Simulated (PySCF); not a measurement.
# How methods differ on the excitation energy of I

I [Kr] 4d10 5s2 5p5 (2P) → I [Kr] 4d10 5s1 5p6 (2S), as a difference of total energies. Calculation: PySCF 2.14, in aug-cc-pwCVTZ-PP with ECP28MDF (8s7p6d4f1g, 96 functions); scalar relativity through the core potential. Correlated levels: valence: 4s2 4p6 4d10 frozen. The calculations carry no spin-orbit coupling.

| method | excitation energy (eV) |
| --- | --- |
| UHF | 12.738 |
| MP2 (valence) | 10.973 |
| SCS-MP2 (valence) | 10.778 |
| CCSD (valence) | 9.535 |
| CCSD(T) (valence) | 8.316 |

How much does correlation contribute at CCSD(T) (valence)?

8.316 − (12.738) = -4.422 eV, measured against UHF.

The upper state lies above the first ionisation limit, where it may autoionise and the basis confines it.

The coupled-cluster amplitudes are large for the upper state (T1 above 0.03 or a double amplitude above 0.15), so a single reference is strained.
